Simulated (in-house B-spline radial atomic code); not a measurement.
A radial electron density 4πr²n(r) was computed for an atom or ion in its tabulated ground configuration with a B-spline radial code for spherical atoms; method: non-relativistic HSE06, spin-polarised, spherical fractional occupations, exact exchange averaged over the configuration. Columns: r (bohr), 4πr²n(r) (electrons per bohr), bar.

```
 0.00204    1.032 #
 0.00248    1.483 #
 0.00302    2.125 ##
 0.00368    3.024 ###
 0.00448    4.259 ####
 0.00546    5.941 ######
 0.00665    8.168 ########
  0.0081    11.05 ###########
 0.00986    14.63 ##############
   0.012    18.91 ##################
  0.0146    23.73 #######################
  0.0178    28.82 ############################
  0.0217    33.53 #################################
  0.0264    37.09 ####################################
  0.0322    38.82 ######################################
  0.0392    38.28 #####################################
  0.0477    35.86 ###################################
  0.0581     32.9 ################################
  0.0707    31.45 ###############################
  0.0861    33.19 ################################
   0.105    38.11 #####################################
   0.128    43.53 ##########################################
   0.156    45.35 ############################################
   0.189    41.26 ########################################
   0.231    32.51 ################################
   0.281    24.93 ########################
   0.342    22.93 ######################
   0.417    25.96 #########################
   0.507     28.7 ############################
   0.618     26.7 ##########################
   0.753    20.08 ###################
   0.916     12.4 ############
    1.12    6.432 ######
    1.36    3.174 ###
    1.66    1.589 ##
    2.02   0.8283 #
    2.45   0.3892 
    2.99   0.1365 
    3.64  0.03265 
    4.43  0.00466 
     5.4 0.000346 
    6.57 1.207e-05
```

**Question.** Which atom or ion is it?
A. Zn3+
B. Ga3+
C. As3+
D. Ge3+

**Answer.** D. The area under the curve, ∫4πr²n dr = ∫r·4πr²n d(ln r) on this logarithmic grid, is 29 electrons, which only this option has. The configuration is [Ar] 3d10 4s1.
